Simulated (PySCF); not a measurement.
methyl formate (C2H4O2), singlet, at a GFN2-xTB geometry, atoms displaced at random by about 0.1 Å a coordinate; PBE0/STO-3G run with PySCF.

Input for PySCF:
```python
from pyscf import gto, scf, dft
from pyscf.geomopt import geometric_solver

mol = gto.Mole()
mol.atom = '''
    C    -0.860808   -0.208789    0.116144
    O    -0.767667   -1.299494    0.140397
    O     0.008486    0.944373   -0.121812
    H    -1.871535    0.348381   -0.101752
    C     1.282000    0.278017    0.020924
    H     1.799058    1.369140   -0.100567
    H     1.625540   -0.281041    0.844420
    H     1.616374   -0.217268   -0.798083
'''
mol.basis = 'sto-3g'
mol.charge = 0
mol.spin = 0
mol.verbose = 3
mol.build()

def method(m):
    mf = dft.RKS(m)
    mf.xc = 'pbe0'
    return mf

conv, mol_eq = geometric_solver.kernel(method(mol), maxsteps=100, convergence_set='TURBOMOLE')
print('optimisation converged:', conv)
print(mol_eq.tostring(format='xyz'))
mf = method(mol_eq)
mf.kernel()
```

What the program printed (banner, timings and long lists left out):

```
Custom engine selected.
Bonds will be generated from interatomic distances less than 1.20 times sum of covalent radii
24 internal coordinates being used (instead of 24 Cartesians)
Internal coordinate system (atoms numbered from 1):
Distance 1-2
Distance 1-3
Distance 1-4
Distance 3-5
Distance 5-6
Distance 5-7
Distance 5-8
Angle 2-1-4
Angle 3-1-4
Angle 1-3-5
Angle 3-5-6
Angle 3-5-7
Angle 3-5-8
Angle 6-5-7
Angle 6-5-8
Angle 7-5-8
Out-of-Plane 1-2-3-4
Dihedral 2-1-3-5
Dihedral 4-1-3-5
Dihedral 1-3-5-6
Dihedral 1-3-5-7
Dihedral 1-3-5-8
Translation-X 1-8
Translation-Y 1-8
Translation-Z 1-8
Rotation-A 1-8
Rotation-B 1-8
Rotation-C 1-8
<class 'geometric.internal.Distance'> : 7
<class 'geometric.internal.Angle'> : 9
<class 'geometric.internal.OutOfPlane'> : 1
<class 'geometric.internal.Dihedral'> : 5
<class 'geometric.internal.TranslationX'> : 1
<class 'geometric.internal.TranslationY'> : 1
<class 'geometric.internal.TranslationZ'> : 1
<class 'geometric.internal.RotationA'> : 1
<class 'geometric.internal.RotationB'> : 1
<class 'geometric.internal.RotationC'> : 1
> ===== Optimization Info: ====
> Job type: Energy minimization
> Maximum number of optimization cycles: 100
> Initial / maximum trust radius (Angstrom): 0.100 / 0.300
> Convergence Criteria:
> Will converge when all 5 criteria are reached:
>  |Delta-E| < 1.00e-06
>  RMS-Grad  < 5.00e-04
>  Max-Grad  < 1.00e-03
>  RMS-Disp  < 5.00e-04
>  Max-Disp  < 1.00e-03
> === End Optimization Info ===

Geometry optimization cycle 1
Cartesian coordinates (Angstrom)
 Atom        New coordinates             dX        dY        dZ
   C  -0.860808  -0.208789   0.116144    0.000000  0.000000 -0.000000
   O  -0.767667  -1.299494   0.140397    0.000000  0.000000  0.000000
   O   0.008486   0.944373  -0.121812    0.000000  0.000000  0.000000
   H  -1.871535   0.348381  -0.101752    0.000000 -0.000000  0.000000
   C   1.282000   0.278017   0.020924    0.000000  0.000000  0.000000
   H   1.799058   1.369140  -0.100567   -0.000000  0.000000  0.000000
   H   1.625540  -0.281041   0.844420    0.000000  0.000000  0.000000
   H   1.616374  -0.217268  -0.798083   -0.000000  0.000000  0.000000

WARN: Mole.unit (angstrom) is changed to Bohr

converged SCF energy = -225.677483203319
--------------- RKS_Scanner gradients ---------------
         x                y                z
0 C     0.1378825676    -0.4505386938     0.0645290955
1 O    -0.0725200769     0.3920339023    -0.0256024149
[...]
Step    5 : Displace = 2.547e-02/3.380e-02 (rms/max) Trust = 2.740e-02 (-) Grad = 2.971e-03/4.984e-03 (rms/max) E (change) = -225.7931849863 (-6.920e-04) Quality = 0.908
converged SCF energy = -225.79327760547
Step    6 : Displace = 1.829e-02/3.260e-02 (rms/max) Trust = 3.875e-02 (+) Grad = 9.099e-04/1.410e-03 (rms/max) E (change) = -225.7932776055 (-9.262e-05) Quality = 0.682
converged SCF energy = -225.793295011084
Step    7 : Displace = 5.368e-03/9.944e-03 (rms/max) Trust = 3.875e-02 (=) Grad = 1.903e-04/2.813e-04 (rms/max) E (change) = -225.7932950111 (-1.741e-05) Quality = 1.014
converged SCF energy = -225.793298766467
Step    8 : Displace = 3.346e-03/5.162e-03 (rms/max) Trust = 5.480e-02 (+) Grad = 1.563e-04/3.154e-04 (rms/max) E (change) = -225.7932987665 (-3.755e-06) Quality = 1.821
converged SCF energy = -225.793316650306
Step    9 : Displace = 2.266e-02/3.565e-02 (rms/max) Trust = 7.750e-02 (+) Grad = 5.436e-04/1.031e-03 (rms/max) E (change) = -225.7933166503 (-1.788e-05) Quality = 1.689
converged SCF energy = -225.793331751511
Step   10 : Displace = 3.728e-02/5.923e-02 (rms/max) Trust = 1.096e-01 (+) Grad = 5.585e-04/9.192e-04 (rms/max) E (change) = -225.7933317515 (-1.510e-05) Quality = 1.199
converged SCF energy = -225.793335660327
Step   11 : Displace = 6.984e-03/1.109e-02 (rms/max) Trust = 1.550e-01 (+) Grad = 2.614e-04/5.154e-04 (rms/max) E (change) = -225.7933356603 (-3.909e-06) Quality = 1.247
converged SCF energy = -225.793336245733
[...]
7 H    -0.0000089174     0.0000081195     0.0000153222
----------------------------------------------
cycle 13: E = -225.793336246  dE = -5.85406e-07  norm(grad) = 0.000192229
Step   12 : Displace = 1.539e-03/2.478e-03 (rms/max) Trust = 2.192e-01 (+) Grad = 6.796e-05/1.130e-04 (rms/max) E (change) = -225.7933362457 (-5.854e-07) Quality = 0.720
[...]
Geometry optimization cycle 14
Cartesian coordinates (Angstrom)
 Atom        New coordinates             dX        dY        dZ
   C  -0.941243  -0.158162   0.015405    0.000170 -0.000536 -0.001134
   O  -0.646611  -1.360305   0.108109    0.000647 -0.000490 -0.001840
   O  -0.017018   0.904860  -0.065368   -0.000179 -0.000199 -0.000477
   H  -1.965844   0.291732  -0.020383   -0.000045 -0.000809 -0.000912
   C   1.353613   0.381453  -0.021747   -0.000117  0.000001 -0.000501
   H   2.021055   1.255904  -0.093633   -0.000080  0.000127 -0.000971
   H   1.552248  -0.158445   0.922661    0.000038  0.000302 -0.000361
   H   1.552963  -0.306107  -0.864538   -0.000264 -0.000334 -0.000268
converged SCF energy = -225.793336237968
--------------- RKS_Scanner gradients ---------------
         x                y                z
0 C    -0.0000294882     0.0000142443    -0.0000042613
1 O     0.0000045508     0.0000186533     0.0000176412
2 O     0.0000166369    -0.0000399893     0.0000085816
3 H     0.0000079727    -0.0000021137     0.0000193088
4 C    -0.0000040024    -0.0000077737     0.0000222367
5 H     0.0000429535     0.0000329286    -0.0000100672
6 H    -0.0000187223    -0.0000021409    -0.0000033131
7 H    -0.0000173059     0.0000004374     0.0000146552
----------------------------------------------
cycle 14: E = -225.793336238  dE = 7.76495e-09  norm(grad) = 9.29678e-05
Step   13 : Displace = 4.985e-04/8.285e-04 (rms/max) Trust = 2.192e-01 (=) Grad = 3.287e-05/5.505e-05 (rms/max) E (change) = -225.7933362380 (+7.765e-09) Quality = -0.082
[...]
Converged! =D

optimisation converged: True
8
XYZ from PySCF
C          -0.94124272       -0.15816245        0.01540521
O          -0.64661137       -1.36030484        0.10810878
O          -0.01701836        0.90485988       -0.06536770
H          -1.96584376        0.29173159       -0.02038324
C           1.35361323        0.38145336       -0.02174661
H           2.02105541        1.25590387       -0.09363341
H           1.55224760       -0.15844502        0.92266070
H           1.55296284       -0.30610713       -0.86453830
converged SCF energy = -225.793336239196
```
